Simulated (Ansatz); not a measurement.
Relaxation of CH₄FSb (7 atoms, charge 0, multiplicity 1), to a largest force component of 0.015 eV/Å in at most 40 steps.

Theory: Ansatz 0.2.0, RKS revPBE-D4/def2-SVP.

```xyz
7
Properties=species:S:1:pos:R:3
C 0.037 0.758 -0.302
Sb 0.307 -1.335 -0.432
F 1.106 -1.362 1.372
H 1.032 1.341 -0.436
H -0.451 1.051 0.653
H -0.704 1.133 -1.123
H -1.266 -1.654 0.224
```

Where does it end, and by what steps?

The run converged. The force dipped under the threshold on the way, but the program's further checks kept it going. After 8 steps the energy has fallen by 0.169 eV; H5 moved furthest, 0.18 Å.

| step | energy less start (eV) | largest force component (eV/Å) | accepted |
| --- | --- | --- | --- |
| 0 | 0.0000 | 2.404 | yes |
| 1 | -0.1133 | 0.592 | yes |
| 2 | -0.1147 | 0.818 | yes |
| 3 | -0.1660 | 0.119 | yes |
| 4 | -0.1674 | 0.026 | yes |
| 5 | -0.1685 | 0.030 | yes |
| 6 | -0.1691 | 0.009 | yes |
| 7 | -0.1694 | 0.033 | yes |
| 8 | -0.1694 | 0.013 | yes |

```xyz
7
Properties=species:S:1:pos:R:3
C 0.025 0.820 -0.319
Sb 0.381 -1.342 -0.368
F 1.053 -1.419 1.491
H 0.951 1.364 -0.590
H -0.280 1.087 0.711
H -0.783 1.086 -1.030
H -1.287 -1.664 0.059
```

Whether the end is a true minimum wasn't checked by a vibrational analysis.

Time of the run: 19 s on 1 CPU thread of a shared host.
